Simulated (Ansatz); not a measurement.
One geometry of the cluster Mg₂Al₂, several levels of theory.

```yaml
crystal:
  periodic: [false, false, false]
  atoms:
    - {symbol: Al, position_ang: [0.946332, -0.075844, -1.327569]}
    - {symbol: Al, position_ang: [0.955729, 0.227651, 1.302342]}
    - {symbol: Mg, position_ang: [-0.829036, -1.579735, 0.185615]}
    - {symbol: Mg, position_ang: [-1.073025, 1.427939, -0.160378]}
basis:
  gaussian: {orbitals: def2-TZVP, initial_orbitals: start.molden}
hamiltonian: {xc: pbe}
correlation: {method: rpa}
scf: {omitted_lower_state_checks: [starts]}
```

The file start.molden holds the orbitals of an earlier run on this structure, at another level or in another basis.

```sh
$ ansatz run in.yaml --threads 2 --pin off --events-out ev --progress --plain --max-ram 4352MiB
```

Shortened log:

```
Functional definition: PBE
1018 factors; integrals over basis functions are off by at most 8.1e-4 eV
mean field evaluation 1: about -24067.8876 eV, gradient 1.0e1 eV
mean field evaluation 2: about -24067.9572 eV, gradient 1.2e-1 eV
mean field evaluation 4: about -24067.9538 eV, gradient 4.1e-3 eV
mean field evaluation 8: about -24067.9538 eV, gradient 9.7e-7 eV
mean field -24067.95376264 eV, -884.4809869318 hartree, gradient 2.6e-6 eV, S^2 0.000000; 0 other end points of the search recorded, 0 dependent functions left out; unrestricted orbitals would lower it
mean field evaluation 16: about -24027.5237 eV, gradient 6.9e-1 eV
12 core orbitals not correlated, not the lowest: weight in the atoms' cores, before any rotation towards them, 1.000 or more for the frozen orbitals, at most 0.000 for the correlated occupied ones
reference -24026.36012899 eV, -882.9524490887 hartree; 13, 13 occupied and 113, 113 virtual orbitals, 1018 factors
Total energy: -24050.52057034 eV, -883.8403289316 hartree
Checks for a lower state left out: starts
```

Run time 8.5 s (2 threads of Intel Xeon Platinum 8488C on a shared host).

As the first input, with `hamiltonian: {xc: {name: B2PLYP}}` and without the key `correlation` (abridged; 5.5 s):

```
Functional definition: B2PLYP
mean field -24066.70729911 eV, -884.4351802423 hartree, gradient 6.9e-6 eV, S^2 0.000000; unrestricted orbitals would lower it
12 core orbitals not correlated, not the lowest: weight in the atoms' cores, before any rotation towards them, 1.000 or more for the frozen orbitals, at most 0.000 for the correlated occupied ones
second order -17.93553980 eV of doubles, -0.00000000 eV of singles
Total energy: -24071.55002201 eV, -884.6131470262 hartree
Checks for a lower state left out: starts
```

The first input with `correlation: {method: mp2}`, `output: {orbitals: {seedname: orbitals}}` and without the key `hamiltonian` (abridged; 2.6 s):

```
Functional definition: HF
mean field -24027.28404572 eV, -882.9864024022 hartree, gradient 2.4e-6 eV, S^2 0.000000; unrestricted orbitals would lower it
mean field evaluation 16: about -24027.6042 eV, gradient 4.8e-1 eV
12 core orbitals not correlated, not the lowest: weight in the atoms' cores, before any rotation towards them, 1.000 or more for the frozen orbitals, at most 0.000 for the correlated occupied ones
second order -14.92826019 eV of doubles, -0.00000000 eV of singles
Total energy: -24042.21230591 eV, -883.5350058455 hartree
Checks for a lower state left out: starts
```

First input, but with `hamiltonian: {xc: {text: "exchange = 0.95*pbe_x + 0.05*exact_x\ncorrelation = pbe_c"}}`, `output: {orbitals: {seedname: orbitals}}` and without the key `correlation` (abridged; 3 s):

```
Functional definition: unnamed
mean field -24068.31573265 eV, -884.4942890846 hartree, gradient 1.4e-5 eV, S^2 0.000000
Total energy: -24068.31576279 eV, -884.4942901922 hartree
Checks for a lower state left out: starts
```

As the first input, with `hamiltonian: {xc: {name: B97M-V}}`, `output: {orbitals: {seedname: orbitals}}` and without the key `correlation` (abridged; 7.5 s):

```
Functional definition: B97M-V
mean field -24076.00750045 eV, -884.7769563376 hartree, gradient 1.5e-5 eV, S^2 0.000000
Total energy: -24076.00754851 eV, -884.7769581036 hartree
Checks for a lower state left out: starts
```

The first input with `gaussian: {orbitals: def2-TZVPD, initial_orbitals: start.molden}`, `hamiltonian: {xc: pbe0, dispersion: d4}`, `output: {orbitals: {seedname: orbitals}}` and without the key `correlation` (abridged; 4.3 s):

```
Functional definition: PBE0
mean field -24069.83866650 eV, -884.5502558712 hartree, gradient 1.4e-5 eV, S^2 0.000000
Total energy: -24069.93082986 eV, -884.5536428123 hartree
Checks for a lower state left out: starts
```

First input, but with `gaussian: {orbitals: def2-TZVPD, initial_orbitals: start.molden}`, `hamiltonian: {xc: pbe, dispersion: d4}`, `output: {orbitals: {seedname: orbitals}}` and without the key `correlation` (abridged; 3 s):

```
Functional definition: PBE
mean field -24067.97179655 eV, -884.4816496660 hartree, gradient 1.6e-5 eV, S^2 0.000000
Total energy: -24068.08044678 eV, -884.4856424885 hartree
Checks for a lower state left out: starts
```

Geometry: PBE0-D4/def2-TZVP.

Correlated methods freeze 12 core orbitals; core or outer-core shells of Mg are correlated, in sets that lack core-valence functions. At RPA@PBE/def2-TZVP, B2PLYP/def2-TZVP, MP2/def2-TZVP the restricted singlet (for correlated methods, its reference) is unstable: a solution with broken spin symmetry lies lower. The restricted singlet is unstable towards broken spin symmetry at other levels; at PBE with 5 % exact exchange/def2-TZVP, B97M-V/def2-TZVP, PBE0-D4/def2-TZVPD, PBE-D4/def2-TZVPD this wasn't settled. The structure comes from a short search, and lower isomers may exist.
